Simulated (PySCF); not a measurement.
An equivalent PySCF input for Be (beryllium, neutral), [He] 2s2, closed-shell 1S, with no relativity, point nucleus:

```python
from pyscf import gto, scf, dft, mp, cc
import basis_set_exchange as bse
mol = gto.M(atom="Be 0 0 0", charge=0, spin=0, symmetry="D2h",
            basis=gto.basis.parse(bse.get_basis("def2-SVP", elements=["Be"], fmt="nwchem", header=False)))
mf = dft.UKS(mol, xc="B88,P86")
mf.irrep_nelec = {'Ag': (2, 2)}
mf.kernel()
```

It reaches the same state as the run whose output follows, with an energy that differs only through the grid. The run itself started from symmetry-adapted Hartree-Fock orbitals and held the occupation by maximum overlap, on a logarithmic radial grid, so the iterations belong to that start.

```
SCF conv_tol = 1e-09
number electrons alpha = 2  beta = 2
XC functionals = B88,P86
    A. D. Becke.,  Phys. Rev. A 38, 3098 (1988)
    J. P. Perdew.,  Phys. Rev. B 33, 8822 (1986)
cycle= 1 E= -14.6414672382447  delta_E= -0.000658  |g|= 0.00193  |ddm|= 0.105
cycle= 2 E= -14.641476897747  delta_E= -9.66e-06  |g|= 0.000424  |ddm|= 0.0198
cycle= 3 E= -14.6414773002485  delta_E= -4.03e-07  |g|= 4.18e-06  |ddm|= 0.00326
cycle= 4 E= -14.6414773002948  delta_E= -4.63e-11  |g|= 2.68e-09  |ddm|= 3.54e-05
converged SCF energy = -14.6414773002948  <S^2> = -2.220446e-15  2S+1 = 1
```
